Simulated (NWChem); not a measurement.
System: GeSiH3I, singlet; SMILES [I][Ge][SiH3]

Input file for NWChem:

```
start job
memory heap 200 mb stack 900 mb global 1100 mb
geometry units angstroms noautoz
  Ge     0.838222    -0.926291    -0.541135
  I     -0.154898     1.115408     0.642351
  Si    -1.171587    -2.315429    -0.088457
  H     -1.023046    -3.699333    -0.646135
  H     -2.377442    -1.683908    -0.712941
  H     -1.390929    -2.425081     1.388951
end
basis spherical
  * library def2-svp
end
ecp
  I library def2-ecp
end
dft
  xc b3lyp
  iterations 150
  vectors input atomic output neutral.movecs
end
task dft energy
charge 1
dft
  odft
  mult 2
  vectors input atomic output cation.movecs
end
task dft energy
```

Low-valent species are run as closed-shell singlets; no triplet was tried in these runs. Geometry: optimised at PBE0/def2-SVP. No frequency run checked for a minimum. B3LYP is NWChem's, with the RPA form of VWN correlation. def2 effective core potentials on I; no spin-orbit coupling.

Ions are spin-unrestricted doublets at the neutral geometry; other ion states weren't tried.

Question: Predict the main results of this run. (B3LYP/def2-SVP with def2 effective core potentials on I, vertical spin-unrestricted ions.) Quantities: vertical ionisation energy, ΔSCF (eV); −ε(HOMO) (eV).

Answer: 
```
Quantity                               Result
-------------------------------------  ------
vertical ionisation energy, ΔSCF (eV)    8.34
−ε(HOMO) (eV)                            6.26
```
